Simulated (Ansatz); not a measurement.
System: MnF$_{2}$, charge 0, multiplicity 6. The spin state was set by rule; other spins were not relaxed. 
Structure (B3LYP-D3(BJ)/def2-TZVP (Ansatz, an electronic-structure program) minimum search):
```xyz
3

Mn     0.0000     0.0000     0.0000
F      0.0000     0.0000    -1.7976
F      0.0000     0.0000     1.7976
```
Charge 0, spin multiplicity 6.

Total electronic energies in hartree. Correlated levels leave the core frozen unless marked. UHF or UKS for open shells. Spin-orbit coupling is left out. Frozen are the shells of the preceding noble gas and the d and f shells that filled before the atom's block. No relativistic terms. CBS marks a two-point X^-3 extrapolation of the correlation energy; Hartree-Fock from the larger set. [CCSD(T)-MP2]/basis is that difference in the basis named.

```tsv
level	program	energy (Eh)
HF/def2-SVPD	Ansatz	-1348.54373
RI-HF/def2-TZVPPD	Ansatz	-1348.92682
B3LYP/def2-TZVPD	Ansatz	?
r2SCAN0-D4/def2-TZVPD	Ansatz + dftd4	-1350.74790
CAM-B3LYP-D4/def2-TZVPD	Ansatz + dftd4	-1350.91812
CAM-B3LYP/def2-TZVPD	Ansatz	-1350.91718
wB97M-V/def2-TZVPD	Ansatz	?
B2GP-PLYP-D3(BJ)/def2-TZVPD	Ansatz + dftd3	?
RI-MP2/CBS(def2-TZVPPD,def2-QZVPPD)+[CCSD(T)-MP2]/def2-TZVPPD	Ansatz	-1349.7319
```

Complete the blanks.


- B3LYP/def2-TZVPD, energy (Eh): -1350.92481
- wB97M-V/def2-TZVPD, energy (Eh): -1350.77733
- B2GP-PLYP-D3(BJ)/def2-TZVPD, energy (Eh): -1350.39234
